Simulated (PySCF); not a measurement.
Compound: C₄H₁₁NSi.
Numbering: `[CH3:1][CH2:2][CH2:3]/[CH:4]=[N:5]/[SiH3:6]` (hydrogens: H7, H8, H9 on C1; H10, H11 on C2; H12, H13 on C3; H14 on C4; H15, H16, H17 on Si6)

Geometry (GFN2-xTB, Å), atoms numbered from 1 in this order:
```
atom  x, y, z in Å
C1    -2.0667    0.8863    0.1735
C2    -1.8804   -0.6113   -0.0363
C3    -0.5031   -1.0788    0.4378
C4     0.5988   -0.5072   -0.3937
N5     1.6431   -0.0397    0.1093
Si6    3.0906    0.6408   -0.5127
H7    -3.0349    1.2087   -0.2034
H8    -1.2890    1.4428   -0.3453
H9    -2.0100    1.1309    1.2317
H10   -1.9947   -0.8502   -1.0965
H11   -2.6523   -1.1551    0.5126
H12   -0.4460   -2.1686    0.3497
H13   -0.3408   -0.8125    1.4829
H14    0.4172   -0.5464   -1.4789
H15    3.1461    1.9564    0.1192
H16    3.1865    0.7848   -1.9727
H17    4.1287   -0.2690   -0.0343
```

Computed with TDDFT CAM-B3LYP/def2-SVPD, vertical, gas phase, core orbitals frozen in the response in PySCF 2.14.0, density-fitted response routines.

Frontier orbitals with the atoms that hold most of them (Löwdin shares over 4%, at most four atoms; ? is withheld):

| orbital | ε (eV) | atoms |
| --- | --- | --- |
| LUMO+2 | 1.68 | Si6 52%, H16 13%, H17 10%, H15 10% |
| LUMO+1 | 1.23 | Si6 34%, C4 11%, H14 7%, H16 6% |
| LUMO | 0.63 | ? |
| HOMO | ? | N5 56%, C4 14%, Si6 10%, C3 7% |
| HOMO-1 | -9.93 | ? |
| HOMO-2 | -10.89 | Si6 28%, H16 17%, H15 10%, C2 8% |
| HOMO-3 | -11.09 | C2 25%, C3 15%, C1 15%, H10 14% |

Give the leading atoms of the LUMO.

C4 (bonded to C, N and H) 34%; N5 (bonded to C and Si) 29%; C3 (bonded to 2 C and 2 H) 7%; Si6 (bonded to N and 3 H) 6%. By element: carbon 41% or more, nitrogen 29%, silicon 6%.

Which atoms hold the HOMO-1, and with what shares?

N5 (bonded to C and Si) 29%; C4 (bonded to C, N and H) 17%; Si6 (bonded to N and 3 H) 14%; H17 (bonded to Si) 9%.

What is the HOMO energy, and the HOMO–LUMO gap?

ε(HOMO) = -8.19 eV; the gap is 8.82 eV (0.3243 hartree).

How does S1 compare with the orbital gap of 8.82 eV?

S1 is at 4.27 eV (f = 0.0003), 4.55 eV below the gap, made of HOMO→LUMO (95%). Without the coupling terms of the response equations the lowest excitation would equal the gap.

One configuration dominates each of S1 and S2. Which, and how do the shares of the two leading atoms of either orbital change from the occupied to the empty one?

- S1 (4.27 eV, f 0.0003), HOMO→LUMO (95%): N5 56% → 29%, C4 14% → 34%
- S2 (6.24 eV, f 0.028), HOMO→LUMO+1 (85%): N5 56% → at most 7%, C4 14% → 11%, Si6 10% → 34%

Time: 70 s (grids of density and orbitals included); peak memory 0.96 GiB. Hardware: one thread of an Arm Neoverse V2, shared host with 32 logical CPUs at a one-minute load of 27.

One conformer stands for the species.
